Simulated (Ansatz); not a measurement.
`[OH][SnH2][Cl]` + H₂ → `[OH][SnH3]` + HCl at 500 K and 1 bar (hydrogenolysis of the Sn–Cl bond).

Computed with Ansatz on PBE0-D4/def2-TZVP structures; ΔE is electronic, products minus reactants. CCSD(T)/CBS is the MP2 limit (def2-TZVPP, def2-QZVPP) plus CCSD(T) − MP2 in def2-TZVPP, frozen cores. This one scheme is used for every species. def2 core potentials past Kr. For Sn outer-core shells are correlated without core-valence functions, which leaves a few kJ/mol of doubt a bond. Each species was taken in one conformer, which may not be the lowest.

```json
{"species": "`[OH][SnH2][Cl]`", "CCSD(T)/CBS energy (Eh)": "-750.83217", "H − E (kJ/mol)": "108.4", "S (J/(mol·K))": "367.0"}
{"species": "H₂", "CCSD(T)/CBS energy (Eh)": "-1.17544", "H − E (kJ/mol)": "41.0", "S (J/(mol·K))": "145.5"}
{"species": "`[OH][SnH3]`", "CCSD(T)/CBS energy (Eh)": "-291.59405", "H − E (kJ/mol)": "117.0", "S (J/(mol·K))": "327.9"}
{"species": "HCl", "CCSD(T)/CBS energy (Eh)": "-460.38127", "H − E (kJ/mol)": "32.5", "S (J/(mol·K))": "201.9"}
```

H − E and S are ideal-gas, rigid-rotor, harmonic terms from PBE0-D4/def2-TZVP, for one conformer and one mirror image of each species. The MP2-based limit puts H₂ 0.8 mEh under its directly extrapolated value; such offsets cancel only in part. 1 Eh = 2625.50 kJ/mol, R = 8.31446 J/(mol·K).

Q: By hand: ΔE, ΔH, ΔS and ΔG.

A: ΔE = (-291.59405) + (-460.38127) − (-750.83217) − (-1.17544) = 0.03229 Eh = 84.8 kJ/mol. Δ(H − E) = 117.0 + 32.5 − 108.4 − 41.0 = 0.1, so ΔH = 84.9 kJ/mol. ΔS = 327.9 + 201.9 − 367.0 − 145.5 = 17.3 J/(mol·K). ΔG = 84.9 − 500 × (17.3)/1000 = 76.2 kJ/mol.

Q: By hand: the equilibrium constant, and the temperature at which ΔG would vanish if ΔH and ΔS stayed fixed.

A: log₁₀ K = −ΔG/(RT ln 10) = -8.0. ΔG = 0 at ΔH/ΔS = 4908 K, far beyond where these terms or the molecules hold.

ΔH outweighs TΔS. A doubt of 5 kJ/mol in ΔE shifts log₁₀ K by 0.5 here. Other conformers and mirror images would add mixing entropy, several J/(mol·K) or more a flexible species. These are equilibria of isolated gas molecules and say nothing of rates. Largest T1 diagnostic: 0.014 (customary marks: 0.02 for closed shells, 0.045 for open ones).
